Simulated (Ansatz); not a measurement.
## Ansatz (development build ahead of 0.2.0) run

```yaml
crystal:
  periodic: [false, false, false]
  atoms:
    - { symbol: H, position_ang: [-1.15, -1.15, -0.778] }
    - { symbol: H, position_ang: [-1.15, -1.15, -1.522] }
    - { symbol: H, position_ang: [-1.15, -1.15, 1.522] }
    - { symbol: H, position_ang: [-1.15, -1.15, 0.778] }
    - { symbol: H, position_ang: [-1.15, 1.15, -0.778] }
    - { symbol: H, position_ang: [-1.15, 1.15, -1.522] }
    - { symbol: H, position_ang: [-1.15, 1.15, 1.522] }
    - { symbol: H, position_ang: [-1.15, 1.15, 0.778] }
    - { symbol: H, position_ang: [1.15, -1.15, -0.778] }
    - { symbol: H, position_ang: [1.15, -1.15, -1.522] }
    - { symbol: H, position_ang: [1.15, -1.15, 1.522] }
    - { symbol: H, position_ang: [1.15, -1.15, 0.778] }
    - { symbol: H, position_ang: [1.15, 1.15, -0.778] }
    - { symbol: H, position_ang: [1.15, 1.15, -1.522] }
    - { symbol: H, position_ang: [1.15, 1.15, 1.522] }
    - { symbol: H, position_ang: [1.15, 1.15, 0.778] }
basis:
  gaussian: { orbitals: cc-pVDZ }
hamiltonian:
  xc: hf
correlation:
  method: mp2
  frozen_orbitals: { H: 0 }
```

The input is written out in the form of the current development build from the run's settings.

Results

```yaml
Converged: yes
Reference_energy: -8.95748 hartree
Correlation_energy: -0.22709 hartree
Total_energy: -9.18457 hartree
Spin_squared_of_the_determinant: 0.000
```
